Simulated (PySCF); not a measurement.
**From a computed spectrum to the compound**

A species of 7 atoms with charge 0 has these harmonic modes (PBE0, small Gaussian bases with core potentials, PySCF 2.14.0):

```
cm⁻¹  km/mol  symmetry
  18    21.7         a
  63     5.2         e
  63     5.2         e
 192    59.1         a
 210     0.0         e
 210     0.0         e
 286     0.1         a
 311    74.0         e
 311    74.0         e
 354     0.0         a
 413    33.7         e
 413    33.7         e
2691     2.4         e
2691     2.4         e
2691     0.0         a
```

Q: Which species is it, and in which structure?

A: Pm(SH)3 (singlet in the valence; each metal's 4f electrons, 4 of them, lie in its core potential, out of spins and levels):
```xyz
7

Pm    0.0000    0.0000   -0.0365
S     2.6094    0.3996    0.0535
H     2.9279   -0.9170    0.0515
S    -1.6508    2.0600    0.0535
H    -0.6699    2.9941    0.0515
S    -0.9587   -2.4596    0.0535
H    -2.2581   -2.0772    0.0515
```
Ideal gas at 298.15 K and 1 bar: S = 427.6 J/(mol K), Cp = 120.7 J/(mol K), H − H(0 K) = 26.7 kJ/mol (rigid rotor, harmonic modes, spin degeneracy alone, that of the 4f electrons in the core included; the modes under 60 cm⁻¹ make these uncertain). An lcecp potential fixes the number of 4f electrons, so in runs with it no electron can move into or out of that shell.
 This is one of several that fit.
